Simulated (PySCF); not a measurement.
**Tl₂O: calculation against measurement**

Isolated Tl₂O, optimised in PySCF with density fitting and no spin–orbit coupling; def2 sets carry scalar-relativistic core potentials from Rb on. All levels below give a singlet of D∞h symmetry: PBE0/def2-TZVP O–Tl 2.092 Å (×2); PBE/def2-TZVP O–Tl 2.124 Å (×2).

Measured fundamentals (Jacox, Vibrational and Electronic Energy Levels of Polyatomic Transient Molecules, as compiled in the NIST Chemistry WebBook) beside computed harmonic wavenumbers, in cm⁻¹:

```csv
mode as compiled,computed symmetry,measured,medium,PBE0/def2-TZVP,PBE/def2-TZVP
– asym. stretch,σu+,643.6,argon matrix,682,641
```

How close does each level come?

Mean absolute differences: PBE0/def2-TZVP 5.9 %, PBE/def2-TZVP 0.3 %. The mean ratio of measured to computed values at PBE/def2-TZVP is 1.003. Harmonic values should lie a little above fundamentals; matrices shift bands further, usually down by up to a few per cent.

 With an element this heavy the missing spin–orbit coupling can shift these numbers.
